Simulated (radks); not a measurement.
Numerical settings for the aluminium ion Al+, [Ne] 3s2. Calculated with a radial shooting solver on a logarithmic mesh with Libxc functionals: non-relativistic Kohn-Sham, PBEsol, spin-unpolarised, spherical densities, point nucleus. The defaults (mesh step 0.008 in ln r, mesh end at 40 bohr or more with all orbitals vanishing there, Anderson mixing 0.5 over 9 steps, residual threshold near 1e-9 with the energy settled to 1e-9 hartree or 1e-11 of itself, here a cap of 88 iterations) give E = -241.5275 hartree and 3s at -14.749 eV in 14 iterations. Run on one thread of a shared host, so times are rough (Arm Neoverse V1): 0.05 s of CPU time, 0.05 s wall, 14 iterations on 2476 mesh points. Changes against that run (0 stands for a change within the tolerance of the run):

mesh step in ln r 0.08: iterations 6; converged no; E (mhartree) diverged; CPU (s) 0.01
mesh step in ln r 0.2: iterations 88; converged no; E (mhartree) -1.34e+06; CPU (s) 0.12
mesh step in ln r 0.012: iterations 14; converged yes; E (mhartree) 0; e(3s) (meV) 0; CPU (s) 0.04
mesh end (bohr) 2: iterations 14; converged level above zero; E (mhartree) +3.84e+03; e(3s) (meV) +5.97e+04; CPU (s) 0.04
mesh end (bohr) 1: iterations 13; converged level above zero; E (mhartree) +4.83e+04; e(3s) (meV) +5.46e+05; CPU (s) 0.03
residual threshold 0.001: iterations 8; converged yes; E (mhartree) 0; e(3s) (meV) -0.233; CPU (s) 0.04
residual threshold 1e-13: iterations 88; converged no; E (mhartree) 0; e(3s) (meV) 0; CPU (s) 0.2
mixing 0.2: iterations 17; converged yes; E (mhartree) 0; e(3s) (meV) 0; CPU (s) 0.06
linear mixing, mixing 1: iterations 53; converged yes; E (mhartree) 0; e(3s) (meV) 0; CPU (s) 0.15
linear mixing, mixing 0.05: iterations 88; converged no; E (mhartree) +0.00698; e(3s) (meV) -44.5; CPU (s) 0.26
mixing history 3: iterations 17; converged yes; E (mhartree) 0; e(3s) (meV) 0; CPU (s) 0.06
iteration cap 3: iterations 3; converged no; E (mhartree) +2.45; e(3s) (meV) -623; CPU (s) 0.01

Settled on a wrong energy, with an occupied level pushed above zero by the early mesh end: mesh end (bohr) 2 (+3.84 hartree); mesh end (bohr) 1 (+48.3 hartree). Apart from these: no run marked as converged misses the energy by more than 1 mhartree. A mesh that ends early acts as a hard wall.
